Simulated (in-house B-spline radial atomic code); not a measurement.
Inner levels of ytterbium as electrons are removed. A shift is the extra binding of the orbital against the neutral atom ([Xe] 4f14 6s2). The density at the nucleus is averaged over the nuclear charge. Computed with a B-spline radial code for spherical atoms: Dirac-Hartree-Fock, average of the configuration, finite nuclei.

```csv
ion,configuration,shift of 4p3/2 (eV),shift of 2p3/2 (eV),shift of 3d5/2 (eV),radius of 4p3/2 (bohr),radius of 2p3/2 (bohr),radius of 3d5/2 (bohr),Σ<r²> (bohr²),change of density at nucleus (bohr⁻³)
Yb14+,[Kr] 4d10 4f10,290.46,301.49,300.18,0.52018,0.076258,0.19764,10.858,-818.42
Yb15+,[Kr] 4d10 4f9,325.85,339.62,339.12,0.51754,0.076262,0.1976,10.152,-775.25
Yb16+,[Kr] 4d10 4f8,362.44,379.52,379.84,0.51474,0.076266,0.19755,9.5073,-726.05
Yb17+,[Kr] 4d10 4f7,400.2,421.15,422.3,0.5118,0.07627,0.19749,8.9158,-670.79
Yb18+,[Kr] 4d10 4f6,439.06,464.48,466.46,0.50875,0.076275,0.19741,8.37,-609.49
Yb19+,[Kr] 4d10 4f5,478.97,509.47,512.26,0.5056,0.07628,0.19733,7.864,-542.12
Yb20+,[Kr] 4d10 4f4,519.91,556.11,559.69,0.50237,0.076285,0.19723,7.393,-468.73
Yb21+,[Kr] 4d10 4f3,561.83,604.37,608.71,0.49906,0.07629,0.19711,6.9531,-389.29
Yb22+,[Kr] 4d10 4f2,604.7,654.23,659.28,0.49571,0.076296,0.19698,6.541,-303.88
Yb23+,[Kr] 4d10 4f1,648.51,705.68,711.39,0.49231,0.076302,0.19684,6.1539,-212.48
Yb24+,[Kr] 4d10,693.22,758.7,765,0.48888,0.076308,0.19668,5.7893,-115.09
Yb25+,[Kr] 4d9,736.71,817.37,819.75,0.48573,0.076298,0.19674,5.434,34.247
```
